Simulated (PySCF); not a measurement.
A structure optimised at PBE0-D3(BJ)/def2-SVP, used in a PySCF frequency run:

```
C
F 1 1.3496
H 1 1.0967 2 114.71
C 1 1.4904 3 115.38 2 146.03
F 4 1.3463 1 117.75 3 -3.15
H 4 1.0961 5 114.04 1 145.81
C 1 1.4904 3 115.38 2 -146.03
F 7 1.3463 1 117.75 3 3.15
H 7 1.0961 8 114.04 1 -145.81
```

Q: Write its SMILES, formula and point group.

A: F[C@H]1[C@H](F)[C@H]1F, C3H3F3, Cs

Q: What are its rotational constants (standard atomic weights)?

A: 4.7694, 3.1748, 2.1283 GHz
